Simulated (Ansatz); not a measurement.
`[OH][Ti]([F])([Cl])[I]`, 6 atoms. Total charge 0; spin multiplicity 1. Correlated methods include outer-core shells of I, Ti, which these sets cover unevenly. Scalar relativity is left out up to krypton. I: def2 effective core potential. All runs use 4 threads of an Arm Neoverse V1 on a shared host. Correlated methods freeze the cores.

**Question.** How many basis functions does each run have, and how long does it take in Ansatz? direct RPA on PBE orbitals/def2-TZVPP energy; RKS ωB97M-V/def2-QZVPP energy; RKS ωB97M-V/def2-SVP energy; RKS PBE0-D4/def2-SVP energy; RKS PBE0-D4/def2-TZVP frequencies; RHF-MP2/def2-QZVPP energy; RKS CAM-B3LYP-D4/def2-TZVPP energy; RHF-CCSD(T)/def2-TZVPP energy; RHF-CCSD(T)/def2-SVP energy; RKS r2SCAN0-D4/def2-TZVPP energy; RKS BLYP-D4/def2-TZVPP energy; RKS PBE0-D4/def2-TZVP relaxation (10 steps). (Best estimate.)

**Answer.** The calculation gave: Other jobs shared the machine, so times are rough.

```csv
level,job,functions,wall time,peak host memory (GiB)
RKS PBE0-D4/def2-SVP,energy,108,2 s,0.43
RKS BLYP-D4/def2-TZVPP,energy,232,3.1 s,0.35
RKS CAM-B3LYP-D4/def2-TZVPP,energy,232,5.5 s,0.91
direct RPA on PBE orbitals/def2-TZVPP,energy,232,8 s,0.65
RKS r2SCAN0-D4/def2-TZVPP,energy,232,8.5 s,0.86
RKS ωB97M-V/def2-SVP,energy,108,10 s,0.43
RHF-CCSD(T)/def2-SVP,energy,108,13 s,0.58
RHF-MP2/def2-QZVPP,energy,389,18 s,1.9
RKS ωB97M-V/def2-QZVPP,energy,389,27 s,1.9
RKS PBE0-D4/def2-TZVP,relaxation (10 steps),200,55 s,0.67
RKS PBE0-D4/def2-TZVP,frequencies,200,2.3 min,0.67
RHF-CCSD(T)/def2-TZVPP,energy,232,6.2 min,4.9
```
